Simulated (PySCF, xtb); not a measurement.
C5H6, SMILES C(CC#C)=C.

GFN2-xTB run with xtb at its own geometry gives an orbital gap of 5.25 eV and a dipole moment of 0.55 D.

Geometry optimised at B3LYP-D3(BJ)/def2-SVP. Other conformers were not sampled.

Problem. What does PySCF with CAM-B3LYP/def2-TZVP give? (Estimate from the structure and the level; the computed values follow.)

Solution. gap 10.08 eV (levels -8.93 and 1.15 eV), dipole 0.58 D.
